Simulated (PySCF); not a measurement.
N²⁺ (nitrogen, charge +2) across methods

[He] 2s1 2p1 3s1, high-spin 4P determinant (an excited configuration). Calculation: PySCF 2.14, in aug-cc-pVQZ with one added diffuse shell each of s, p, d, f, g type (7s6p5d4f3g, 105 functions); the non-relativistic Hamiltonian (point nucleus).

| method | E (hartree) | mean ε 2s α (eV) | mean ε 2p α (eV) | mean ε 3s α (eV) | Σ⟨r²⟩ (bohr²) | ⟨S²⟩ |
| --- | --- | --- | --- | --- | --- | --- |
| PBE0 | -51.6278 | -62.216 | -51.704 | -18.146 | 13.83 | 3.750 |
| LDA | -51.2010 | -59.281 | -48.648 | -17.414 | 13.80 | 3.750 |
| wB97X | -51.6897 | -64.507 | -53.960 | -19.932 | 13.89 | 3.750 |
| B97-3 | -51.6615 | -62.317 | -51.725 | -18.135 | 13.73 | 3.750 |
| PW91 | -51.6504 | -59.601 | -49.178 | -17.486 | 13.74 | 3.750 |
| UHF | -51.58545 | -69.983 | -59.390 | -19.848 | 14.19 | 3.750 |
| r2SCAN | -51.6586 | -60.309 | -50.014 | -17.432 | 13.93 | 3.750 |
| BLYP | -51.6681 | -59.259 | -48.903 | -17.174 | 13.78 | 3.750 |
| PBE | -51.6165 | -59.507 | -49.047 | -17.452 | 13.76 | 3.750 |

The outer electron is Rydberg-like, and this basis confines it to a smaller radius and binds it less than a complete one would.
